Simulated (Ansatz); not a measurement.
`FC(F)O[SiH3]` + `C[O][Ga]([OH])[OH]` → `[OH][Ga]([OH])[O][SiH3]` + `COC(F)F`  (formal exchange of groups at the Si–O bond)

Gas-phase electronic energies from Ansatz, PBE0-D4/def2-TZVP geometries. CCSD(T)/CBS is the MP2 limit (def2-TZVPP, def2-QZVPP) plus CCSD(T) − MP2 in def2-TZVPP, frozen cores. DFT in def2-TZVPP. For Ga outer-core shells are correlated without core-valence functions, which leaves a few kJ/mol of doubt a bond. Scalar relativity is left out up to krypton. One conformer a species, not always the lowest.

```
             level  ΔE (kJ/mol)
            PBE-D4        -24.7
           PBE0-D4        -28.7
               PBE        -24.8
   CCSD/def2-TZVPP        -31.6
    MP2/def2-QZVPP        -30.2
SCS-MP2/def2-QZVPP        -30.6
     MP2/CBS(def2)        -29.5
    CCSD/CBS(def2)        -30.1
```

Task: What does CCSD(T)/CBS give? (An estimate is asked.)

Result: Computed: -29.3 kJ/mol. The listed levels differ from it by 4.6, 0.6, 4.5, -2.3, -0.9, -1.3, -0.2, -0.8 kJ/mol.

Largest T1 diagnostic among the species: 0.014.

From PBE to PBE0 (25 % exact exchange), in def2-TZVPP and without D4, ΔE moves by −3.9 kJ/mol. In def2-TZVPP, CCSD(T) changes the Hartree–Fock value by +5.6 kJ/mol (the triples alone add +0.8 kJ/mol) and MP2 by +5.5 kJ/mol.
